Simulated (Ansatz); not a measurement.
Ansatz (an electronic-structure program) input:

Ansatz 0.2 input:
```yaml
crystal:
  periodic: [false, false, false]
  atoms:
    - {symbol: Hg, position_ang: [-0.00000000, -0.00000000, -0.17436175]}
    - {symbol: O, position_ang: [0.00000000, 0.00000000, 1.74361754]}
basis:
  gaussian:
    orbitals: def2-SVPD
total_charge: -1
magnetization: {spin_polarized: true, initial_magnetization: 1}
correlation: {method: ccsd_t, electrons: outside_noble_gas}
```

Question: Predict the final energy.

Answer: -227.75547 Eh (CCSD(T)/def2-SVPD). The basis has 58 functions.

This state (charge -1, doublet) is run at the relaxed geometry of the species with charge 0 and multiplicity 1.
